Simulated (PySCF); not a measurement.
Vertical excitations of a molecule C₃H₆GeO from PySCF with TDA-PBE/def2-SVPD, as energy in eV (oscillator strength): 4.07 (0.000), 5.24 (0.036), 5.44 (0.015), 5.57 (0.000), 5.64 (0.000), 6.38 (0.039), 6.52 (0.094), 6.72 (0.004), 6.82 (0.006), 7.07 (0.001). Lowest triplet (TDA): 3.57 eV. Geometry: B3LYP-D3(BJ)/def2-SVP. The values are those of a single conformer.

Problem. Which molecule gave these data?
(A) [OH][Ge@@H]1[CH]=C[CH2]1
(B) O=C1[CH2][GeH2][CH2]1
(C) C=[CH][GeH2][CH]=O
(D) [CH3][Ge@H]1[CH]=C[O]1

Solution. B, O=C1[CH2][GeH2][CH2]1
